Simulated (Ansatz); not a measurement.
System: BHSeF, charge 0, doublet. BHSeF (SMILES F[B][SeH], doublet).
B3LYP-D3(BJ)/def2-TZVP minimum from Ansatz (a first-principles code):
```
B
F 1 1.3076
Se 1 1.9525 2 122.07
H 3 1.4694 1 93.13 2 180.00
```
Charge 0, spin multiplicity 2.

Total energies in hartree (Ansatz). UHF or UKS for unpaired electrons; spin-orbit terms are left out. Cores are frozen in correlated methods (noble-gas shells, and filled d and f shells in the p block). No relativity. For partners of very few electrons the exact lower level stands in for a higher one.

```csv
species,HF/cc-pVTZ,CCSD(T)/cc-pVTZ,HF/cc-pVQZ,CCSD(T)/cc-pVQZ,CCSDT(Q)/cc-pVTZ
"1: BHSeF (SMILES [SeH][B]F, doublet)",-2524.65979,-2525.17668,-2524.67313,-2525.23136,-2525.17854
2: B (doublet),-24.53207,-24.59810,-24.53297,-24.60084,-24.59852
3: F (doublet),-99.40552,-99.62036,-99.41377,-99.65026,-99.62061
4: Se (triplet),-2399.87209,-2399.99441,-2399.87500,-2400.00700,-2399.99510
5: H (doublet),-0.49981,-0.49981,-0.49995,-0.49995,-0.49981
```

Question: Work out the atomisation energy (electronic, to ground-state atoms) in kcal/mol: take Hartree-Fock from cc-pVQZ, extrapolate the CCSD(T) correlation energy as X^-3 (X = 3, 4), and add CCSDT(Q) - CCSD(T) in cc-pVTZ. 1 hartree = 627.51 kcal/mol.

Answer: 
Species 1: correlation (64·(-0.55823) - 27·(-0.51689))/37 = -0.58840; step -0.00186; E1 = -2524.67313 + (-0.58840) + (-0.00186) = -2525.26339
Species 2: correlation (64·(-0.06787) - 27·(-0.06603))/37 = -0.06921; step -0.00042; E2 = -24.53297 + (-0.06921) + (-0.00042) = -24.60260
Species 3: correlation (64·(-0.23649) - 27·(-0.21484))/37 = -0.25229; step -0.00025; E3 = -99.41377 + (-0.25229) + (-0.00025) = -99.66631
Species 4: correlation (64·(-0.13200) - 27·(-0.12232))/37 = -0.13906; step -0.00069; E4 = -2399.87500 + (-0.13906) + (-0.00069) = -2400.01475
Species 5: correlation (64·(0.00000) - 27·(0.00000))/37 = 0.00000; step +0.00000; E5 = -0.49995 + (0.00000) + (+0.00000) = -0.49995
-1·E1 +1·E2 +1·E3 +1·E4 +1·E5 = 0.47978 hartree = 301.1 kcal/mol.
